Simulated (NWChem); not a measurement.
A series in which one site is exchanged, each optimised at PBE0/def2-SVP with NWChem, gas phase unless a solvent is named. This build's default masses of Se (78.918 u) and Br (79.917 u) are each other's, which moves their modes by up to 0.6 %. Some are not confirmed as minima by frequencies. def2 effective core potentials on I; no spin-orbit coupling.

A: C[SiH2]F (CH$_{5}$FSi; site = F)
B: C[SiH2]Br (CH5BrSi; site = Br)
C: C[SiH2]Cl (CH₅ClSi; site = Cl)
D: C[SiH2]I (CH$_{5}$ISi; site = I)

Values for A:

| Item | Value |
|---|---|
| dipole (D), PBE0/def2-SVP | 1.83 |
| orbital gap (eV), PBE0/def2-SVP | 10.20 |
| static polarisability, PBE/def2-SVPD (bohr³) | 41.9 |

Problem. How do these values change for the other members?

Solution. 
```
change from A                                     B      C      D
--------------------------------------------  -----  -----  -----
dipole (D), PBE0/def2-SVP                     +0.18  +0.10  +0.22
orbital gap (eV), PBE0/def2-SVP               -1.70  -0.81  -3.05
static polarisability, PBE/def2-SVPD (bohr³)  +22.8  +14.4  +37.5
```
